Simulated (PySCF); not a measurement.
# Correlation energy of Dy³⁵⁺ (dysprosium, charge +35)

[Ar] 3d10 4s2 4p1, 2P determinant. All numbers are calculated (PySCF 2.14, the non-relativistic Hamiltonian (point nucleus), in an uncontracted even-tempered set (17 s from 3 bohr⁻², ratio 2.5; 12 p from 3.9 bohr⁻², ratio 2.5; 8 d from 6.9 bohr⁻², ratio 2.5; 4 f from 20 bohr⁻², ratio 2.7; 4 g from 30 bohr⁻², ratio 2.7)). Frozen: [Ne]; 21 electrons correlated; the 26 highest virtual orbitals of each spin left out.

MP2 pair energies summed by pair of shells (mhartree):

| pair | energy | share (%) |
| --- | --- | --- |
| 3d-3d | -409.87 | 41.0 |
| 3p-3d | -216.51 | 21.7 |
| 3d-4s | -76.63 | 7.7 |
| 3p-3p | -58.50 | 5.9 |
| 4s-4s | -51.09 | 5.1 |
| 3s-3d | -43.63 | 4.4 |
| 4s-4p | -40.82 | 4.1 |
| 3d-4p | -31.69 | 3.2 |
| 3s-3p | -25.22 | 2.5 |
| 3p-4s | -23.70 | 2.4 |
| 3p-4p | -10.38 | 1.0 |
| 3s-4s | -4.27 | 0.4 |
| 3s-3s | -4.23 | 0.4 |
| 3s-4p | -2.08 | 0.2 |

Total MP2 correlation energy: -998.63 mhartree.

At this charge a non-relativistic calculation is a model, useful for the Z dependence of the correlation energy.
